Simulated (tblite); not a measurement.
A geometry optimisation, step by step.

Species: C6H9BCl2O.
SMILES with atom numbers: `[O:1]=[C:2]1[CH2:3][CH2:4][C@H:5]([CH2:6][B:7]([Cl:8])[Cl:9])[CH2:10]1` (hydrogens: H11, H12 on C3; H13, H14 on C4; H15 on C5; H16, H17 on C6; H18, H19 on C10)

Computed with GFN2-xTB (tblite), gas phase: L-BFGS steps from a force-field or distance-geometry start until the largest atomic force falls under 0.01 eV/Å. 7 of its 117 geometries are shown.

Step 0: E = -867.2309 eV, largest atomic force 1.987 eV/Å
```
atom  x, y, z in Å  |  force x, y, z in eV/Å
O1     -2.726   -1.570   -0.792    0.709   0.650   0.346
C2     -1.864   -0.923   -0.240   -0.599  -1.086   0.677
C3     -2.009    0.218    0.733   -1.068   1.147  -0.695
C4     -0.906    1.120    0.161    0.007  -0.870   1.357
C5      0.254    0.134    0.331   -0.840   0.157  -0.541
C6      1.424    0.648   -0.447    1.739  -0.115  -0.571
B7      2.695   -0.315   -0.340    1.073   0.166   1.637
Cl8     2.506   -1.819    0.725    0.695   1.318  -1.314
Cl9     4.348    0.487   -0.522   -1.463  -1.180  -0.005
C10    -0.374   -1.102   -0.330    0.936  -0.512  -1.243
H11    -2.965    0.751    0.618   -0.030  -0.542   0.537
H12    -1.762   -0.087    1.764   -0.450   0.168  -0.505
H13    -0.797    2.040    0.733    0.020   0.084  -0.422
H14    -1.085    1.214   -0.910    0.008   0.696   0.212
H15     0.463   -0.099    1.384    0.155   0.407  -0.296
H16     1.133    0.796   -1.507    0.061   0.077   0.511
H17     1.763    1.642   -0.076   -0.363  -0.474  -0.223
H18    -0.088   -1.087   -1.423   -0.221  -0.423   0.983
H19    -0.019   -2.041    0.131   -0.368   0.331  -0.447
```

Step 19: E = -868.2206 eV, largest atomic force 0.181 eV/Å
```
atom  x, y, z in Å  |  force x, y, z in eV/Å
O1     -2.729   -1.695   -0.630   -0.054  -0.119  -0.013
C2     -1.882   -0.977   -0.179    0.036   0.004   0.104
C3     -2.103    0.265    0.654   -0.031  -0.009  -0.052
C4     -0.941    1.145    0.224    0.179  -0.016  -0.021
C5      0.225    0.144    0.251    0.174   0.016  -0.022
C6      1.516    0.639   -0.424    0.032   0.008   0.048
B7      2.825   -0.232   -0.156   -0.112  -0.034  -0.109
Cl8     2.738   -1.778    0.570    0.034  -0.054   0.080
Cl9     4.372    0.345   -0.643   -0.030   0.038   0.004
C10    -0.384   -1.120   -0.372   -0.015   0.083   0.072
H11    -3.085    0.699    0.506   -0.128   0.034  -0.021
H12    -1.984   -0.012    1.706   -0.104   0.014  -0.031
H13    -0.781    1.994    0.886    0.025   0.021  -0.016
H14    -1.114    1.508   -0.793    0.079   0.030   0.087
H15     0.452   -0.064    1.305    0.024   0.017  -0.086
H16     1.373    0.718   -1.509   -0.123   0.002   0.088
H17     1.704    1.663   -0.089   -0.034   0.024  -0.017
H18    -0.167   -1.205   -1.438    0.030  -0.023   0.043
H19    -0.042   -2.029    0.124    0.017  -0.036  -0.138
```

Step 39: E = -868.2903 eV, largest atomic force 0.051 eV/Å
```
atom  x, y, z in Å  |  force x, y, z in eV/Å
O1     -2.686   -1.869   -0.364    0.041  -0.009   0.009
C2     -1.868   -1.031   -0.100   -0.003   0.018  -0.009
C3     -2.150    0.310    0.542    0.031   0.041   0.002
C4     -0.892    1.137    0.305    0.037  -0.002   0.007
C5      0.248    0.107    0.301   -0.013  -0.034  -0.012
C6      1.504    0.621   -0.413   -0.006   0.011  -0.003
B7      2.830   -0.233   -0.211    0.004  -0.012   0.013
Cl8     2.824   -1.742    0.601    0.009  -0.017   0.011
Cl9     4.338    0.368   -0.788   -0.030  -0.001  -0.023
C10    -0.378   -1.124   -0.362   -0.017  -0.012  -0.012
H11    -3.058    0.760    0.144   -0.009  -0.015   0.009
H12    -2.304    0.134    1.610   -0.019  -0.009  -0.004
H13    -0.744    1.899    1.069   -0.008   0.018   0.004
H14    -0.946    1.635   -0.665   -0.008  -0.032  -0.018
H15     0.504   -0.140    1.335   -0.020   0.003   0.001
H16     1.284    0.707   -1.482    0.015   0.016  -0.012
H17     1.694    1.647   -0.086    0.004   0.014   0.031
H18    -0.230   -1.105   -1.446   -0.010  -0.002   0.018
H19     0.020   -2.070    0.003    0.000   0.023  -0.011
```

Step 58: E = -868.2989 eV, largest atomic force 0.033 eV/Å
```
atom  x, y, z in Å  |  force x, y, z in eV/Å
O1     -2.665   -1.911   -0.283    0.026  -0.004  -0.011
C2     -1.860   -1.044   -0.079   -0.020  -0.003   0.000
C3     -2.155    0.313    0.527   -0.003  -0.007   0.016
C4     -0.897    1.135    0.274    0.001   0.002  -0.005
C5      0.239    0.103    0.311    0.010  -0.004   0.003
C6      1.517    0.629   -0.350    0.005   0.010  -0.006
B7      2.832   -0.255   -0.216   -0.011  -0.012  -0.010
Cl8     2.868   -1.734    0.648   -0.008   0.015   0.004
Cl9     4.291    0.302   -0.945   -0.016  -0.028   0.007
C10    -0.376   -1.115   -0.379   -0.015   0.001  -0.006
H11    -3.064    0.746    0.114    0.019  -0.015  -0.002
H12    -2.318    0.162    1.597   -0.003   0.000   0.007
H13    -0.754    1.930    1.004   -0.020  -0.008   0.005
H14    -0.947    1.585   -0.720    0.012   0.019   0.000
H15     0.455   -0.153    1.352    0.004   0.007   0.019
H16     1.311    0.816   -1.408    0.004   0.006  -0.019
H17     1.728    1.618    0.070    0.012   0.016   0.006
H18    -0.254   -1.048   -1.462   -0.011  -0.006  -0.021
H19     0.042   -2.068   -0.061    0.013   0.010   0.012
```

Step 77: E = -868.3035 eV, largest atomic force 0.021 eV/Å
```
atom  x, y, z in Å  |  force x, y, z in eV/Å
O1     -2.615   -1.957   -0.244    0.008  -0.004  -0.009
C2     -1.833   -1.063   -0.069   -0.019   0.005  -0.002
C3     -2.158    0.297    0.515   -0.011   0.007   0.005
C4     -0.911    1.141    0.272   -0.004   0.007   0.002
C5      0.239    0.127    0.310    0.005   0.009   0.010
C6      1.525    0.657   -0.331    0.009  -0.009   0.004
B7      2.804   -0.283   -0.234   -0.004  -0.006   0.016
Cl8     2.823   -1.704    0.727    0.007   0.000   0.007
Cl9     4.243    0.148   -1.073    0.007  -0.001  -0.020
C10    -0.354   -1.095   -0.392    0.003   0.006   0.001
H11    -3.067    0.706    0.076    0.008   0.003  -0.005
H12    -2.345    0.161    1.583    0.015  -0.006   0.000
H13    -0.787    1.932    1.010   -0.009  -0.003   0.007
H14    -0.962    1.601   -0.716    0.005   0.001  -0.005
H15     0.448   -0.133    1.352   -0.003  -0.009   0.010
H16     1.327    0.912   -1.376   -0.009  -0.002  -0.002
H17     1.773    1.609    0.150   -0.011   0.013  -0.011
H18    -0.253   -1.006   -1.476    0.005   0.001  -0.010
H19     0.096   -2.040   -0.094   -0.002  -0.012   0.003
```

Step 97: E = -868.3057 eV, largest atomic force 0.030 eV/Å
```
atom  x, y, z in Å  |  force x, y, z in eV/Å
O1     -2.608   -1.948   -0.299   -0.011  -0.012  -0.002
C2     -1.829   -1.059   -0.092    0.021   0.008  -0.003
C3     -2.159    0.291    0.512    0.011   0.001  -0.006
C4     -0.916    1.144    0.284    0.006   0.001  -0.001
C5      0.239    0.133    0.323   -0.001  -0.002   0.000
C6      1.525    0.659   -0.323   -0.011   0.008   0.008
B7      2.799   -0.288   -0.227   -0.026  -0.012  -0.005
Cl8     2.849   -1.652    0.812    0.010   0.023   0.002
Cl9     4.191    0.068   -1.173    0.022  -0.005   0.000
C10    -0.345   -1.087   -0.391    0.000   0.004   0.002
H11    -3.070    0.703    0.081   -0.005   0.009  -0.004
H12    -2.340    0.135    1.578   -0.001  -0.001   0.004
H13    -0.803    1.928    1.030    0.000   0.003   0.010
H14    -0.959    1.613   -0.701   -0.010  -0.007  -0.010
H15     0.443   -0.126    1.366    0.015  -0.024  -0.011
H16     1.322    0.903   -1.370   -0.003   0.010   0.007
H17     1.772    1.616    0.148    0.009   0.010   0.002
H18    -0.227   -0.990   -1.474   -0.002  -0.015   0.004
H19     0.107   -2.032   -0.093   -0.024   0.000   0.002
```

Step 116: E = -868.3077 eV, largest atomic force 0.008 eV/Å
```
atom  x, y, z in Å  |  force x, y, z in eV/Å
O1     -2.610   -1.933   -0.359    0.000  -0.003  -0.002
C2     -1.829   -1.053   -0.121    0.003   0.003   0.002
C3     -2.161    0.285    0.505    0.000   0.001   0.000
C4     -0.915    1.141    0.298    0.000  -0.003  -0.001
C5      0.240    0.131    0.328    0.001  -0.001  -0.003
C6      1.524    0.668   -0.315    0.003   0.001   0.000
B7      2.793   -0.286   -0.233   -0.003  -0.006   0.005
Cl8     2.911   -1.533    0.940    0.000   0.004  -0.003
Cl9     4.115   -0.055   -1.309    0.000   0.001  -0.001
C10    -0.340   -1.086   -0.396    0.002  -0.003  -0.001
H11    -3.068    0.707    0.077   -0.001   0.000   0.003
H12    -2.347    0.109    1.568    0.000   0.004  -0.002
H13    -0.807    1.914    1.057    0.003  -0.004  -0.003
H14    -0.955    1.623   -0.680   -0.001   0.002   0.003
H15     0.450   -0.141    1.366   -0.004  -0.001  -0.002
H16     1.317    0.940   -1.353   -0.002   0.001   0.001
H17     1.778    1.611    0.183    0.001   0.002  -0.001
H18    -0.202   -0.997   -1.477   -0.001   0.003   0.000
H19     0.098   -2.034   -0.086    0.000  -0.001   0.003
```

**Question.** Summarise the path.

**Answer.** The energy falls by 1.0768 eV from step 0 to step 116; nine tenths of that is first reached at step 15. It falls at every step. The largest force goes from 1.987 to 0.008 eV/Å. Among the bonds B7–Cl8 changes most, from 1.853 to 1.716 Å; the atoms move by 0.404 Å rms after alignment.

**Question.** Follow the three bonds and two angles with the largest change from start to end.

**Answer.** 
```
step  E above end (eV)  largest force (eV/Å)  B7–Cl8 (Å)  B7–Cl9 (Å)  C10–H18 (Å)  H13–C4–H14 (°)  H11–C3–H12 (°)
   0            1.0768                 1.987       1.853       1.847        1.130           117.3           115.2
   5            0.3034                 0.526       1.707       1.707        1.102           109.8           110.8
  10            0.1592                 0.312       1.720       1.718        1.086           107.8           107.7
  15            0.1075                 0.179       1.717       1.724        1.091           108.6           108.8
  20            0.0806                 0.212       1.710       1.720        1.093           109.4           109.3
  25            0.0496                 0.161       1.717       1.724        1.089           107.7           107.8
  30            0.0291                 0.140       1.713       1.720        1.096           108.5           107.8
  35            0.0207                 0.093       1.715       1.722        1.090           108.3           108.1
  40            0.0171                 0.055       1.714       1.723        1.093           108.1           107.7
  45            0.0158                 0.049       1.714       1.721        1.093           108.6           107.6
  50            0.0137                 0.085       1.715       1.723        1.092           108.0           107.7
  55            0.0099                 0.103       1.713       1.722        1.094           108.3           107.7
  61            0.0083                 0.037       1.713       1.724        1.093           108.4           107.7
  66            0.0073                 0.049       1.714       1.723        1.092           108.2           107.4
  71            0.0055                 0.046       1.714       1.723        1.094           108.4           107.8
  76            0.0043                 0.027       1.715       1.721        1.093           108.2           107.5
  81            0.0038                 0.027       1.714       1.722        1.093           108.4           107.5
  86            0.0034                 0.025       1.716       1.720        1.093           108.2           107.6
  91            0.0029                 0.027       1.714       1.722        1.093           108.4           107.6
  96            0.0021                 0.037       1.716       1.722        1.093           108.2           107.5
 101            0.0012                 0.026       1.715       1.722        1.094           108.4           107.7
 106            0.0005                 0.024       1.716       1.720        1.093           108.3           107.6
 111            0.0001                 0.014       1.715       1.721        1.093           108.3           107.5
 116            0.0000                 0.008       1.716       1.720        1.093           108.3           107.6
```

What follows is the cost of the whole relaxation. The run took 1.8 s wall on one thread of an Arm Neoverse N1, no GPU, shared host with 64 logical CPUs at a one-minute load of 32.
